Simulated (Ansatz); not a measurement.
A CCSD(T) single point on C$_{2}$H$_{7}$NOSi (`C=N[SiH](C)O`).

```yaml
crystal:
  periodic: [false, false, false]
  atoms:
    - {symbol: C, position_ang: [-1.468938, 1.480850, 0.706738]}
    - {symbol: N, position_ang: [-1.270137, 0.511931, -0.068347]}
    - {symbol: Si, position_ang: [0.280702, -0.068261, -0.598813]}
    - {symbol: C, position_ang: [0.488799, -1.799916, 0.020623]}
    - {symbol: O, position_ang: [1.560252, 0.811246, -0.029645]}
    - {symbol: H, position_ang: [-0.666103, 2.096524, 1.141888]}
    - {symbol: H, position_ang: [-2.489151, 1.762745, 0.995129]}
    - {symbol: H, position_ang: [0.243556, 0.016273, -2.083362]}
    - {symbol: H, position_ang: [0.549708, -1.806196, 1.111797]}
    - {symbol: H, position_ang: [1.404746, -2.244093, -0.374637]}
    - {symbol: H, position_ang: [-0.358781, -2.419867, -0.278117]}
    - {symbol: H, position_ang: [1.802347, 1.603664, -0.509254]}
basis:
  gaussian: {orbitals: def2-SVP}
correlation: {method: ccsd_t}
```

```sh
$ ansatz run in.yaml --threads 4 --pin off --events-out ev --progress --plain --max-ram 10444MiB
```

Log, shortened:

```
Functional definition: HF
1094 factors; integrals over basis functions are off by at most 1.2e-3 eV
mean field evaluation 1: about -13543.3377 eV, gradient 4.3e1 eV
mean field evaluation 2: about -13543.3407 eV, gradient 4.3e1 eV
mean field evaluation 4: about -13547.3883 eV, gradient 3.9e0 eV
mean field evaluation 8: about -13547.4412 eV, gradient 1.8e-1 eV
mean field evaluation 16: about -13547.4327 eV, gradient 1.3e0 eV
mean field -13547.44133517 eV, -497.8592862819 hartree, gradient 2.2e-6 eV, S^2 0.000000; 0 other end points of the search recorded, 0 dependent functions left out
9 core orbitals not correlated: weight in the atoms' cores, before any rotation towards them, 1.000 or more for the frozen orbitals, at most 0.000 for the correlated occupied ones
reference -13547.44133517 eV, -497.8592862819 hartree; 15, 15 occupied and 85, 85 virtual orbitals, 1094 factors
second order -19.55855825 eV of doubles, -0.00000000 eV of singles
cycle   1  -20.24341984 eV  change   -6.8e-1 eV  update   1.0e-1
cycle   2  -20.78595494 eV  change   -5.4e-1 eV  update   3.0e-2
cycle   3  -20.90907672 eV  change   -1.2e-1 eV  update   1.5e-2
cycle   4  -20.90458774 eV  change    4.5e-3 eV  update   3.7e-3
cycle   5  -20.90535671 eV  change   -7.7e-4 eV  update   1.5e-3
cycle   6  -20.90540939 eV  change   -5.3e-5 eV  update   3.9e-4
cycle   7  -20.90522971 eV  change    1.8e-4 eV  update   1.4e-4
cycle   8  -20.90521667 eV  change    1.3e-5 eV  update   4.9e-5
cycle   9  -20.90521616 eV  change    5.1e-7 eV  update   2.0e-5
perturbative correction -0.60624032 eV, -0.0222789207 hartree
Total energy: -13568.95279165 eV, -498.6498177266 hartree
```

Hardware: 4 threads of an Intel Xeon 6975P-C on a shared host. Wall time 2.6 s, peak host memory 0.55 GiB.

Correlation energy per correlated electron: -0.717 eV. T1 diagnostic: 0.0119.
